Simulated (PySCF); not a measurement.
Compound: C5H8O3S (charge +1 and doublet state).
Atom-mapped SMILES: `[CH3:1][C@H:2]1[CH2:3][CH+:4][C:5]1[S:6](=[O:7])(=[O:8])[OH:9]` (hydrogens: H10, H11, H12 on C1; H13 on C2; H14, H15 on C3; H16 on C4; H17 on O9)

Cartesian coordinates in Å at the GFN2-xTB level; atoms count from 1:
```xyz
17
C5H8O3S angstrom
C     -1.4858    1.1975   -0.3111
C     -0.8464    0.1195    0.5030
C     -1.2822   -1.3726    0.2586
C      0.1055   -1.6922   -0.2589
C      0.4393   -0.4334   -0.0588
S      1.9027    0.6061   -0.4160
O      1.3603    1.8376   -0.8547
O      2.7487   -0.2073   -1.2097
O      2.4651    0.7460    1.0421
H     -2.3948    1.5650    0.1678
H     -1.7075    0.8675   -1.3229
H     -0.8091    2.0574   -0.3737
H     -0.7786    0.3874    1.5580
H     -1.5262   -1.8984    1.1804
H     -2.0586   -1.4727   -0.4962
H      0.5633   -2.5871   -0.6287
H      3.2972    0.2916    1.2108
```

The hyperfine couplings belong to this conformer and change with its torsions.

Method used: UKS B3LYP, pcH-1 on C H O S, non-relativistic, mean-field spin-orbit, GIAO in PySCF 2.14.0. One conformer (not necessarily the lowest) at the GFN2-xTB geometry, without solvent, vibrations or thermal averaging. The geometry wasn't refined by DFT: couplings that depend on bond lengths, twists or pyramidal angles can differ widely from those at the functional's own minimum, by a factor of two or more for some ions and for spin on atoms past the first row. Stability of the SCF solution: not tested.

Predict the first-order ENDOR lines of H14, H10/H11/H12, H15, H16 and H17 under fast tumbling at B = 341.2 mT (X band).

For S = 1/2 in fast tumbling each set of equivalent nuclei gives two lines, ν± = |νn ± a/2| to first order, with νn = g_N μN B/h and μN/h = 7.62259 MHz/T.

```
     nuclei  isotope     g_N  νn (MHz)  a_iso (MHz)  lower line (MHz)  upper line (MHz)
        H14       1H  5.5857     14.53       156.13             63.54             92.59
H10/H11/H12       1H  5.5857     14.53        59.73             15.34             44.39
        H15       1H  5.5857     14.53        -7.56             10.75             18.31
        H16       1H  5.5857     14.53        -4.29             12.38             16.67
        H17       1H  5.5857     14.53        -3.37             12.84             16.21
```

Which pairs are centred on the nuclear Larmor frequency, and which on half the coupling?

Centred on νn, since |a| < 2νn: H15, H16 and H17. Centred on |a|/2 and split by 2νn: H14 and H10/H11/H12.

Nuclei that the bonding pattern makes equivalent are averaged, as if the motion that swaps them (rotation, inversion, ring flip) were fast. The three 1H nuclei of mean +59.7 MHz run from 2.2 to 92.3 MHz in the frozen geometry.

Hardware: Intel Xeon at 2.60 GHz, one thread, no GPU, shared host with 128 logical CPUs at a one-minute load of 11. Cost: 2.4 min of wall time (with the writing of density and orbital grids), 1.1 GiB resident at most.
